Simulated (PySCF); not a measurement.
**C₂H₁₀OSi₂: full NMR table**

```
Formula                               : C2H10OSi2
SMILES                                : OCC([SiH3])[SiH3]
InChI                                 : InChI=1S/C2H10OSi2/c3-1-2(4)5/h2-3H,1H2,4-5H3
Point group of the computed structure : C1
Degrees of unsaturation               : 0
Carbon signals                        : 2
Proton signals                        : 4
```

Atom-mapped SMILES (the numbers label the heavy atoms): `[OH:1][CH2:2][CH:3]([SiH3:4])[SiH3:5]`. Hydrogens are named by the atom that carries them.

- GFN2-xTB structure
- shielding tensors at PBE0/pcSseg-1 (GIAO)
- run in PySCF
- no solvent model, one conformer, non-relativistic, one averaged value for each set of equivalent atoms

Scale: ¹H, ¹³C, ²⁹Si against TMS; H2O for ¹⁷O (reference shieldings calculated alike).

| carbon | δC, type | δH (multiplicity) | HMBC from (2–3 bonds) | span of the C tensor (ppm) |
| --- | --- | --- | --- | --- |
| C2 | 67.4, CH2 | 3.97 (d) | H(Si4)/H(Si5), H(C3) | 68 |
| C3 | 11.2, CH | 0.65 (m) | H(C2), H(Si4)/H(Si5) | 42 |

Other nuclei:
| atoms | nucleus | environment | δ (ppm) | σ (ppm) |
| --- | --- | --- | --- | --- |
| H(Si4)/H(Si5) | ¹H | hydrogen on a silicon bonded to C | 3.86 | 27.85 |
| H(O1) | ¹H | hydrogen on an alcohol oxygen | 0.32 | 31.40 |
| Si4/Si5 | ²⁹Si | silicon bonded to C, 3 H | -73.4 | 422.6 |
| O1 | ¹⁷O | alcohol oxygen | 72.7 | 263.4 |

1. Carbon types of the structure: 1 × CH, 1 × CH2, leaving 7 H on heteroatoms.
2. δC 67.4: sp3 CH2 bonded to O; the inductive effect lowers its shielding.
3. δC 11.2: sp3 CH bonded to 2 Si; an electropositive neighbour leaves it electron-rich and shielded.
4. δH 3.97: hydrogen on an sp3 CH2 bonded to O; its carbon carries O, an electronegative neighbour.
5. δH 0.65: hydrogen on an sp3 CH bonded to 2 Si; an electropositive neighbour shields it, as in TMS itself.
6. δH 0.32: hydrogen on an alcohol oxygen; exchangeable, gas-phase position.

Exchangeable OH/NH protons stand at their gas-phase positions; hydrogen bonding in a real sample shifts them, mostly to higher δ. Shifts are as computed. Against solution values, carbons near 30 ppm lie about +3 ppm off and those near 130 ppm about +5 ppm. Of 1309 compounds with measured shifts, 239 miss one by over three times the rms of a fit or turn the order of signals round; such compounds aren't used in these exercises. Experimental scales use liquid or dissolved standards, which lie at an offset from isolated H2O (liquid H2O: subtract about 36 ppm). Multiplicities follow the n + 1 count of equivalent neighbours, as no J values were calculated; m marks all less simple cases, F and P coupling included.
